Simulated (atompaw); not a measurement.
**PBE PAW (atompaw) dataset for Eu, scalar-relativistic all-electron reference.**

Input for atompaw 4.2.0.5:

```
Eu 63
GGA-PBE scalarrelativistic loggrid 2001 logderivrange -5 5 251
6 6 5 4 0 0
6 1 0
5 2 0
4 3 7
0 0 0
c
c
c
c
v
v
c
c
c
v
v
c
c
v
v
3
3.00 2.15 2.00 1.90
n
n
y
0.2
n
y
0.45
n
custom polynom vanderbiltortho sinc
4 1 vpsmatchnc
2.00
2.65
2.45
3.00
3.00
3.00
1.20
1.20
PWSCFOUT
UPFDX 0.0125d0 UPFXMIN -7.d0 UPFZMESH 63.d0
END
```

Command:

```bash
atompaw < Eu.input > Eu.log
```

Output (summary file):

```
Completed calculations for Eu (AE)

 Exchange-correlation type: GGA, Perdew-Burke-Ernzerhof

 Radial integration grid is logarithmic
 r0 =   1.0731559E-04 h =   6.7608823E-03   n =      2001 rmax =   8.0000000E+01

 Scalar relativistic calculation

 AEatom converged in  80 iterations
   nz     =  63.00
   delta  =       1.096519961567E-14

 All Electron Orbital energies:
  n  l      occupancy      energy
  1  0      2.0000000E+00 -3.5552369E+03
  2  0      2.0000000E+00 -5.8381155E+02
  3  0      2.0000000E+00 -1.2847026E+02
  4  0      2.0000000E+00 -2.5504126E+01
  5  0      2.0000000E+00 -3.2829143E+00
  6  0      2.0000000E+00 -2.6631596E-01
  2  1      6.0000000E+00 -5.2011919E+02
  3  1      6.0000000E+00 -1.0865212E+02
  4  1      6.0000000E+00 -1.8986348E+01
  5  1      6.0000000E+00 -1.7474244E+00
  6  1      0.0000000E+00 -8.7942254E-02
  3  2      1.0000000E+01 -8.2172163E+01
  4  2      1.0000000E+01 -9.9096481E+00
  5  2      0.0000000E+00 -1.1449601E-01
  4  3      7.0000000E+00 -1.9978215E-01

 Total energy
   Total                    :   -21688.12667885475821

 ---
 Completed calculations for Eu (SC)

 Exchange-correlation type: GGA, Perdew-Burke-Ernzerhof

 Radial integration grid is logarithmic
 r0 =   1.0731559E-04 h =   6.7608823E-03   n =      2001 rmax =   8.0000000E+01

 Scalar relativistic calculation

 SCatom converged in   4 iterations
   nz     =  63.00
   delta  =       8.053083130110E-15

 Valence Electron Orbital energies:
  n  l      occupancy      energy
   5  0      2.0000000E+00 -3.2829143E+00
   6  0      2.0000000E+00 -2.6631596E-01
   5  1      6.0000000E+00 -1.7474244E+00
   6  1      0.0000000E+00 -8.7942257E-02
   5  2      0.0000000E+00 -1.1449601E-01
   4  3      7.0000000E+00 -1.9978215E-01

 Total energy
   Total                    :   -21688.12667885706469
   Valence                  :     -641.96920147842093

 PAW parameters:
       lmax =            3
         rc =    3.0130849334651644
        irc =         1516
   rc_shape =    2.1633700795424211
    rc_vloc =    2.0083102418281773
    rc_core =    1.9025663107637563
   Vloc: VPS match (norm-conservation) with l= 4;e=   1.0000E+00
   Projector type: polynomial pseudization + Vanderbilt ortho.
   Sinc^2 compensation charge shape zeroed at   2.1634E+00

 Number of basis functions     8
 No.   n  nodes  l      Energy         Cp coeff         Occ
  1    5    4    0   -0.3282914E+01  0.7685944E+00  0.2000000E+01
  2    6    5    0   -0.2663160E+00  0.1800946E+02  0.2000000E+01
  3    5    3    1   -0.1747424E+01  0.7628920E+00  0.6000000E+01
  4    6    4    1   -0.8794226E-01  0.5282179E+02  0.0000000E+00
  5    5    2    2   -0.1144960E+00  0.1890016E+03  0.0000000E+00
  6  999    3    2    0.2000000E+00  0.1431753E+02  0.0000000E+00
  7    4    0    3   -0.1997822E+00  0.2510638E+03  0.7000000E+01
  8  999    1    3    0.4500000E+00  0.7497053E+03  0.0000000E+00

 Eigenvalues of overlap operator (in the basis of projectors):
    1        3.17645448E-01
    2        4.31930108E-01
    3        8.99521562E-01
    4        2.52662150E+00
    5        7.00604313E+01
    6        3.51246703E+03
    7        4.64328352E+03
    8        8.13870244E+03

 Orbital leakage outside PAW augmentation regions
   orb  is_core?  %out_of_sphere
   1 0    T           0.00
   2 0    T          -0.00
   3 0    T          -0.00
   4 0    T           0.00
   5 0    F           0.42
   6 0    F          80.34
   2 1    T           0.00
   3 1    T           0.00
   4 1    T           0.00
   5 1    F           2.51
   6 1    F          94.95
   3 2    T           0.00
   4 2    T           0.00
   5 2    F          49.23
   4 3    F           1.46

 Summary of PAW energies
   Total valence energy     :   -641.96919938692872
   Smooth energy            :     28.71411742352015
   One center               :   -670.68331681044890
   Smooth kinetic           :     73.85856006274004
   Vloc energy              :    -41.91042535496643
   Smooth exch-corr         :    -15.62060426962379
   One-center xc            :   -468.36951164263940
```

Note: ghost state, extra bound levels that the all-electron valence spectrum of the same l lacks: s at -21.3 eV. A true bound ghost makes a file unfit for plane-wave use.

The run took about 63 s on one core of a shared server CPU.
